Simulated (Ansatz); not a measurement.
Two isomers of CH9AlOSi2: A = `C[O][AlH][SiH2][SiH3]`, B = `C[SiH]([AlH2])O[SiH3]`.

Program: Ansatz. Geometries: PBE0-D4/def2-TZVP. ΔE: electronic, gas phase. CCSD(T)/CBS is the MP2 limit (def2-TZVPP, def2-QZVPP) plus CCSD(T) − MP2 in def2-TZVPP, frozen cores. Functionals use def2-TZVPP. B3LYP here is the variant with VWN-RPA as its local correlation; programs differ in this. Each species was taken in one conformer, which may not be the lowest.

(1) Which is lower in electronic energy at CCSD(T)/CBS, and by how much? (Best estimate.)

(2) Give E(B) − E(A) in kcal/mol with B2PLYP, MP2/def2-TZVPP, ωB97M-V, PBE0-D4, r2SCAN-D4, CCSD(T)/def2-TZVPP, B3LYP. (An estimate is asked.)

Largest T1 diagnostic: 0.014.

## Answers

(1) Computed: B, by 29.1 kcal/mol.

(2) The calculation gave: B2PLYP -28.7, MP2/def2-TZVPP -30.8, ωB97M-V -29.2, PBE0-D4 -24.3, r2SCAN-D4 -25.9, CCSD(T)/def2-TZVPP -28.0, B3LYP -27.1. None reverses the order clearly.

In def2-TZVPP, CCSD(T) changes the Hartree–Fock value by +6.5 kcal/mol (the triples alone add +1.1 kcal/mol) and MP2 by +3.7 kcal/mol. From PBE to PBE0 (25 % exact exchange), in def2-TZVPP and without D4, E(B) − E(A) moves by −3.1 kcal/mol.
